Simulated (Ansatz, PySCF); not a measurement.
This Ansatz (a first-principles code) input computes a SVWN5/def2-TZVPD energy:

Ansatz 0.2 input:
```yaml
crystal:
  periodic: [false, false, false]
  atoms:
    - {symbol: Li, position_ang: [-0.00000000, -0.00000000, -1.71462722]}
    - {symbol: Cl, position_ang: [0.00000000, 0.00000000, 0.30258127]}
basis:
  gaussian:
    orbitals: def2-TZVPD
hamiltonian:
  xc: {name: SVWN5}
output: {forces: true}
```

Q: Write an input for the same energy in PySCF and say what it gives.

A: 
```python
from pyscf import gto, scf, dft

mol = gto.M(
    atom='''
    Li   -0.00000000   -0.00000000   -1.71462722
    Cl    0.00000000    0.00000000    0.30258127
    ''',
    basis='def2-tzvpd',
    charge=0,
    spin=0,
    verbose=4,
)

mf = dft.RKS(mol, xc='svwn').density_fit(auxbasis='def2-universal-jkfit')
mf.grids.level = 3
mf.conv_tol = 1e-9
mf.max_cycle = 100
mf.max_memory = 1500
mf.kernel()
if not mf.converged:
    mf = mf.newton()
    mf.kernel(mf.make_rdm1())
mf.analyze()
```
It gives -466.18641 Eh, and Ansatz -466.18639 Eh, a difference of 0.02 mEh, from the treatment of integrals and grids.
